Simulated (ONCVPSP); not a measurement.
**Building the ONCV potential for Fe (Z = 26) (PW91, scalar-relativistic).**

```json
{
 "Element": "iron (Fe)",
 "Generator": "ONCVPSP 4.0.1",
 "Type": "optimised norm-conserving Vanderbilt (ONCV)",
 "Functional": "PW91",
 "Relativity": "scalar-relativistic",
 "Frozen core": "[Ar]",
 "Valence charge": "8",
 "Reference configuration": "3d6.5 4s1.5",
 "Partial waves": "4s: rc 2.40 bohr, ncon 5, nbas 9, qcut 3.4 1/bohr, 2 projectors, debl 1 Ha; p scattering state at 0.24 Ha: rc 2.35 bohr, ncon 4, nbas 7, qcut 3.1 1/bohr, 2 projectors, debl 3.8 Ha; 3d: rc 1.35 bohr, ncon 4, nbas 9, qcut 9.9 1/bohr, 3 projectors, debl 1.3 Ha",
 "Local potential": "polynomial inside 1.35 bohr (lpopt 1, dvloc0 4 Ha)",
 "Core correction": "polynomial model core, fcfact 0.75"
}
```

In the p channel the program set the typed energies aside and used 0.050, 3.850 Ha.

Poles of the logarithmic derivatives, all-electron (AE) and pseudo (PS). s: poles at 1.1 (AE) and 1.1, 2.7 (PS) Ha. p: poles at 1.7 (AE) and 1.6 (PS) Ha. d: poles at 0.7 (AE) and 0.7 (PS) Ha. Test radii: s 2.43, p 2.39, d 1.37 bohr.

- Cutoffs needed: 44 Ha and 60 Ha (the cutoffs (Ha) at which the residual kinetic energy of the hardest occupied pseudo-wave falls to 1 and 0.1 mHa per electron)
- Ghost test: no bound ghost flagged; GHOST(+) flagged for s at 68.5 eV
- Largest excitation error: -33 meV (all-electron minus pseudo) for 3d6 4s2, out of 4 test configurations
- rms error of d²Exc/dni dnj: 10.46 mHa without and 1.90 mHa with the model core
